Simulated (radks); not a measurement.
Results of a calculation; reference values are marked as such.
Question: Sc IV, configuration [Ar] (the NIST ground configuration). Level of theory: scalar-relativistic Kohn-Sham, LB94 model potential, spin-polarised, spherical densities, finite nucleus; Fermi nuclear charge, rms radius 3.5459 fm (a radial shooting solver on a logarithmic mesh with Libxc functionals). Some entries of the table are withheld. Estimate them.

| orbital | occ. | eigenvalue (eV) | r(max) (bohr) |
|---|---|---|---|
| 1s | 2 | (1) | 0.04780 |
| 2s | 2 | (2) | 0.2839 |
| 2p | 6 | -443.5212 | (3) |
| 3s | 2 | -94.1416 | 0.9193 |
| 3p | 6 | -72.7290 | (4) |

Answer: 
(1) 1s eigenvalue (eV): -4492.435
(2) 2s eigenvalue (eV): -529.3865
(3) 2p r(max) (bohr): 0.2319
(4) 3p r(max) (bohr): 0.9557
